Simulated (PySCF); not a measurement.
## How methods differ on the excitation energy of B⁺

B⁺ [He] 2s2 (1S) → B⁺ [He] 2s1 2p1 (3P), as a difference of total energies. Calculation: PySCF 2.14, in x2c-QZVPPall; scalar relativity by spin-free X2C-1e. Correlated levels: valence: 1s2 frozen; valence and next inner shell: nothing frozen. The calculations carry no spin-orbit coupling.

| method | excitation energy (eV) |
| --- | --- |
| UHF | 3.138 |
| LDA | 4.083 |
| PBE | 3.976 |
| PBE0 | 3.938 |
| r2SCAN | 3.617 |
| wB97M-V | 4.551 |
| HSE06 | 3.921 |
| r2SCAN0 | 3.690 |
| r2SCANh | 3.646 |
| MP2 (valence) | 4.072 |
| SCS-MP2 (valence) | 4.336 |
| MP2 (valence and next inner shell) | 4.064 |
| SCS-MP2 (valence and next inner shell) | 4.332 |

How much does correlation contribute at MP2 (valence and next inner shell)?

4.064 − (3.138) = 0.926 eV, measured against UHF.

Errors of the correlated levels include the incompleteness of this basis and the frozen core.

The basis was made for the ground configuration and has no added diffuse functions, so the excitation energy can come out too high.

For comparison: 4.631 eV (measured; NIST levels, between the centres of gravity of the two terms).
